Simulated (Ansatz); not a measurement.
`CC(C)OB(O)O`, charge 0, multiplicity 1.

Task: Give a relaxed structure at PBE0-D4/def2-TZVP (Ansatz). (Best estimate.)

Result: Ansatz gave: 
Cartesian coordinates in Å:
```
C -0.472 -0.125 1.795
C 0.239 -0.336 0.476
C 1.744 -0.253 0.607
O -0.189 0.678 -0.432
B -0.835 0.393 -1.593
O -1.218 1.418 -2.418
O -1.113 -0.895 -1.958
H -0.168 -0.884 2.521
H -0.231 0.859 2.204
H -1.554 -0.189 1.665
H -0.037 -1.313 0.068
H 2.112 -1.015 1.298
H 2.039 0.728 0.986
H 2.225 -0.407 -0.361
H -0.971 2.273 -2.059
H -1.571 -0.931 -2.800
```
Point group Cs.
This is one stationary point; other conformers may exist.
